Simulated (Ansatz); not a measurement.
Reaction: H3BSO (SMILES SBO) → H2BSO (SMILES S[B]O, doublet) + H (doublet) (the B-H bond breaks)
Each species at its own B3LYP-D3(BJ)/def2-TZVP minimum (Ansatz, a first-principles code), one conformer.

Property: bond dissociation energy (electronic), in kJ/mol. Radicals and triplets start from unrestricted determinants; spin-orbit coupling is neglected. CBS(X,Y): correlation extrapolated as X^-3, Hartree-Fock from the larger set. A bracket is a step between two methods taken in the basis named. The functionals are non-relativistic, so their misses hold any scalar relativity. 'core' is core correlation in cc-pwCVTZ (1s frozen past Ne), 'X2C' scalar relativity in cc-pVTZ-DK, both at CCSD(T). For partners of very few electrons the exact lower level stands in for a higher one.

CCSD(T)/CBS(cc-pV(T+d)Z,cc-pV(Q+d)Z) + [CCSDT(Q) - CCSD(T)]/cc-pV(D+d)Z + core + X2C (Ansatz) gives 455.0 kJ/mol.

Task: How far off this value is PBE/def2-TZVPD (Ansatz), in which direction, and which of these levels come nearer: B3LYP/def2-TZVPD, PBE0/def2-TZVPD, CCSD(T)/CBS(cc-pV(T+d)Z,cc-pV(Q+d)Z) + core + X2C?

Result: PBE gives 429.7 kJ/mol, 25.3 kJ/mol below it. Differences of the others: B3LYP/def2-TZVPD (Ansatz) -9.4; PBE0/def2-TZVPD (Ansatz) -22.1; CCSD(T)/CBS(cc-pV(T+d)Z,cc-pV(Q+d)Z) + core + X2C (Ansatz) 0.3 kJ/mol. Nearer than PBE: B3LYP/def2-TZVPD, PBE0/def2-TZVPD, CCSD(T)/CBS(cc-pV(T+d)Z,cc-pV(Q+d)Z) + core + X2C.
